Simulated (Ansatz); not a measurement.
Calculated with Ansatz (gas phase, PBE0-D4/def2-TZVP geometries, no zero-point term in ΔE). CBS: MP2 limit from def2 TZ/QZ plus the TZ coupled-cluster correction, frozen cores. This one scheme is used for every species. Functionals use def2-TZVPP. B3LYP here is the variant with VWN-RPA as its local correlation; programs differ in this. One conformer a species, not always the lowest.

`C=C([SiH3])CC` + `[NH2][AlH2]` → `C=C([SiH3])[NH][AlH2]` + `CC`  (substitution at a C–C bond)

`C=C([SiH3])CC`:

Cartesian coordinates in Å:
```
C -0.563 -1.060 1.548
C 0.014 -0.271 0.642
Si 1.756 -0.664 0.083
C -0.699 0.925 0.074
C -0.914 0.841 -1.433
H -1.572 -0.866 1.909
H -0.058 -1.923 1.970
H 2.623 0.538 0.225
H 2.298 -1.769 0.916
H 1.805 -1.076 -1.347
H -1.663 1.042 0.580
H -0.117 1.827 0.299
H -1.499 -0.044 -1.694
H -1.445 1.721 -1.799
H 0.035 0.779 -1.973
```

`[NH2][AlH2]`:

Z-matrix (Å, degrees):
```
N
Al 1 1.766
H 1 1.007 2 124.9
H 1 1.007 2 124.9 3 180.0
H 2 1.583 1 117.9 3 -180.0
H 2 1.583 1 117.9 3 0.0
```

`C=C([SiH3])[NH][AlH2]`:

Z-matrix (Å, degrees):
```
Si
C 1 1.879
H 1 1.488 2 111.0
H 1 1.484 2 107.7 3 -120.0
H 1 1.488 2 111.0 3 120.0
N 2 1.392 1 119.7 3 -60.0
C 2 1.341 1 117.4 3 120.0
Al 6 1.787 2 132.1 1 -0.0
H 6 1.015 2 111.3 1 180.0
H 7 1.081 2 121.3 1 0.0
H 7 1.088 2 121.7 1 -180.0
H 8 1.580 6 115.3 2 -180.0
H 8 1.578 6 118.3 2 0.0
```

`CC`:

Cartesian coordinates in Å:
```
C 0.501 0.566 -0.070
C -0.501 -0.566 0.070
H 1.093 0.463 -0.983
H 0.002 1.538 -0.111
H 1.197 0.590 0.771
H -1.093 -0.463 0.983
H -0.002 -1.537 0.111
H -1.197 -0.590 -0.771
```

```csv
level,ΔE (kJ/mol)
PBE-D4,1.5
B3LYP-D4,4.9
PBE0,5.7
CCSD(T)/def2-TZVPP,14.5
MP2/def2-QZVPP,16.9
SCS-MP2/def2-QZVPP,16.9
HF/CBS(def2),16.0
CCSD/CBS(def2),17.8
```

Task: What does CCSD(T)/CBS give? (Best estimate.)

Result: Computed: +16.3 kJ/mol. The listed levels differ from it by -14.8, -11.4, -10.6, -1.8, 0.6, 0.6, -0.3, 1.5 kJ/mol.

Largest T1 diagnostic among the species: 0.013.

From PBE to PBE0 (25 % exact exchange), in def2-TZVPP and without D4, ΔE moves by +4.2 kJ/mol.
